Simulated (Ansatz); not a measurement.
Reading a saddle point

A first-order saddle point of Si3H9F, closed shell, PBE0-D4/def2-TZVP, with one imaginary mode of 1155i cm⁻¹:

Si1  (-0.847, 0.025, 0.248)
F2  (0.051, 1.533, 1.188)
H3  (-1.208, -0.780, -0.982)
H4  (-2.151, 0.603, 0.639)
Si5  (0.262, -1.504, 1.618)
H6  (0.246, 1.403, -0.004)
Si7  (0.408, 1.022, -1.760)
H8  (0.289, -1.037, 3.027)
H9  (-0.411, -2.829, 1.539)
H10  (1.656, -1.649, 1.121)
H11  (1.361, 2.164, -1.870)
H12  (-0.763, 1.280, -2.631)
H13  (1.106, -0.231, -2.134)
(Å)

Program: Ansatz 0.2.0. Basis: def2-TZVPP and def2-QZVPP. Cores are frozen in the correlated methods. Extrapolation: Hartree–Fock as exp(−7.88 √X), correlation as X^−2.97.

Task: Which contacts change along the imaginary mode, and what lies on either side? (A judgement: the text doesn't fix the answer.)

Result: The calculation gives: The step is Si₂H₅F ([F][SiH2][SiH3]) + SiH₄ → Si₃H₈ ([SiH3][SiH2][SiH3]) + HF, with the molecules in contact on both sides. Shortening one way: Si1–Si7, F2–H6; lengthening the same way: Si1–F2, H6–Si7.
```tsv
pair	one side (Å)	saddle (Å)	other side (Å)
Si1–Si7	4.03	2.57	2.34
F2–H6	3.34	1.21	0.93
Si1–F2	1.61	1.99	3.34
H6–Si7	1.48	1.80	2.76
```

Task: Which side is lower, and how far does the saddle lie above each? (Judge from chemistry; the value comes from the calculation.)

Result: By the calculation: The side with Si1–F2, H6–Si7 short is lower by 108.1 kJ/mol; the saddle lies 281.4 kJ/mol above it and 173.3 kJ/mol above the other (CCSD(T) at an estimated basis limit (MP2 extrapolated from triple and quadruple zeta, plus CCSD(T) − MP2 in triple zeta); electronic energies).

No T1 diagnostic of these runs exceeds 0.015.

Labels in which every atom is bracketed show which atoms are joined, not bond orders.

For scale, one of the runs: CCSD(T)/def2-TZVPP, 283 basis functions, launched by `ansatz run in.yaml --threads 8 --pin off --events-out ev --progress --plain --max-ram 19148MiB`. The run took 78 s on 8 CPU threads of an Arm Neoverse V2 (shared host), with 7.6 GiB of host memory at its peak.
